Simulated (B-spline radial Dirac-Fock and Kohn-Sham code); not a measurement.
# Two-hole binding energies of Re⁺

System: rhenium as Re⁺, [Xe] 4f14 5d6 (an excited configuration).

The run's input, task.json:

```json
{"items": [{
  "Z": 75,
  "q": 1,
  "cfg": [[1, 0, 2], [2, 0, 2], [2, 1, 6], [3, 0, 2], [3, 1, 6], [3, 2, 10], [4, 0, 2], [4, 1, 6], [4, 2, 10], [4, 3, 14], [5, 0, 2], [5, 1, 6], [5, 2, 6]],
  "A": 187,
  "rrms": 5.3698,
  "do": ["binding", "quiet", "double"]
}]}
```

Command: `python xray_run.py task.json out`

Method: ΔSCF Dirac-Fock with Breit, self-energy and vacuum polarisation, finite nucleus, configuration average. Computed with a radial atomic solver. U is the two-hole binding energy less the two single-hole energies, the effective repulsion of the holes after relaxation. Each two-hole energy is an average over J within one jj subconfiguration.

| holes | E(a) (eV) | E(b) (eV) | E(ab) (eV) | U (eV) |
| --- | --- | --- | --- | --- |
| 1s⁻¹ 3p1/2⁻¹ | 71687.3 | 2699.9 | 74507.8 | 120.5 |
| 1s⁻¹ 3d5/2⁻¹ | 71687.3 | 1898.5 | 73679.6 | 93.8 |
| 2s⁻² | 12549.8 | 12549.8 | 25320.6 | 220.9 |
| 2s⁻¹ 2p1/2⁻¹ | 12549.8 | 11973.9 | 24734.4 | 210.6 |
| 2p1/2⁻² | 11973.9 | 11973.9 | 24235.4 | 287.6 |
| 2p3/2⁻² | 10550.5 | 10550.5 | 21333.5 | 232.5 |
| 2s⁻¹ 3p3/2⁻¹ | 12549.8 | 2387.0 | 15019.6 | 82.7 |
| 2s⁻¹ 3d3/2⁻¹ | 12549.8 | 1965.1 | 14609.5 | 94.6 |
| 2p1/2⁻¹ 3p3/2⁻¹ | 11973.9 | 2387.0 | 14448.5 | 87.5 |
| 2p3/2⁻¹ 3d3/2⁻¹ | 10550.5 | 1965.1 | 12612.2 | 96.7 |
| 3p1/2⁻² | 2699.9 | 2699.9 | 5467.8 | 67.9 |
| 3d3/2⁻¹ 3d5/2⁻¹ | 1965.1 | 1898.5 | 3933.5 | 69.9 |
| 5p1/2⁻¹ 5p3/2⁻¹ | 67.57 | 56.76 | 138.6 | 14.3 |
| 4f5/2⁻² | 56.05 | 56.05 | ? | ? |

**Question.** Give the missing two-hole energy and U.

**Answer.** E(ab) = 135.2 eV and U = 23.1 eV.
